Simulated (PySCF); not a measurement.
System: C2H4BF2, net charge 0, doublet state. It need not be the lowest isomer of its formula. 
Geometry from a B3LYP-D3(BJ)/def2-TZVP (Ansatz) optimisation:
```
C
H 1 1.0858
C 1 1.4837 2 116.56
H 3 1.0892 1 112.46 2 180.00
H 3 1.0971 4 108.39 1 123.02
H 3 1.0971 4 108.39 5 113.96
B 1 1.5242 2 118.73 3 180.00
F 7 1.3322 1 121.91 2 0.00
F 7 1.3337 8 116.36 1 -180.00
```
Charge 0, spin multiplicity 2.

Dispersion corrections to the total energy (kcal/mol) from the dftd3 and dftd4 libraries through PySCF: D3(BJ) without and D4 with the three-body term, each with the damping fitted for the functional named.

```json
[
 {"functional": "CAM-B3LYP", "D3(BJ)": "-2.28", "D4": "-2.54"},
 {"functional": "BP86", "D3(BJ)": "-4.72", "D4": "___"},
 {"functional": "LC-wPBE", "D3(BJ)": "___", "D4": "-3.38"},
 {"functional": "BLYP", "D3(BJ)": "-6.57", "D4": "-6.96"},
 {"functional": "BHLYP", "D3(BJ)": "-4.07", "D4": "-3.39"},
 {"functional": "revPBE", "D3(BJ)": "-8.22", "D4": "-10.81"},
 {"functional": "B2PLYP", "D3(BJ)": "-2.39", "D4": "___"}
]
```

Problem. Fill in the missing entries.

Solution. 
- BP86, D4: -3.97
- LC-wPBE, D3(BJ): -2.80
- B2PLYP, D4: -2.14
